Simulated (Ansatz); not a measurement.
The same group exchange along the group B, Al, In.

Calculated with Ansatz (gas phase, PBE0-D4/def2-TZVP geometries, no zero-point term in ΔE). CBS: MP2 limit from def2 TZ/QZ plus the TZ coupled-cluster correction, frozen cores. This one scheme is used for every species. DFT in def2-TZVPP. def2 core potentials past Kr. For Ge, In outer-core shells are correlated without core-valence functions, which leaves a few kJ/mol of doubt a bond. Scalar relativity is left out up to krypton.

| reaction | HF/CBS(def2) (eV) | CCSD(T)/def2-SVP (eV) | PBE-D4 (eV) | PBE0-D4 (eV) |
| --- | --- | --- | --- | --- |
| `Cl[B](Cl)[GeH3]` + `FCF` → `F[CH](F)[GeH3]` + `ClBCl` | 0.29 | 0.32 | 0.35 | 0.38 |
| `[Cl][Al]([Cl])[GeH3]` + `FCF` → `F[CH](F)[GeH3]` + `[Cl][AlH][Cl]` | 0.77 | 0.76 | 0.81 | 0.84 |
| `[Cl][In]([Cl])[GeH3]` + `FCF` → `F[CH](F)[GeH3]` + `[Cl][InH][Cl]` | 1.13 | 1.14 | 1.09 | 1.13 |

Question: Give the CCSD(T)/CBS values in the same order. (Best estimate.)

Answer: Computed: 0.36, 0.78, 1.12 eV.

Largest T1 diagnostic: 0.013, for `[Cl][InH][Cl]`.
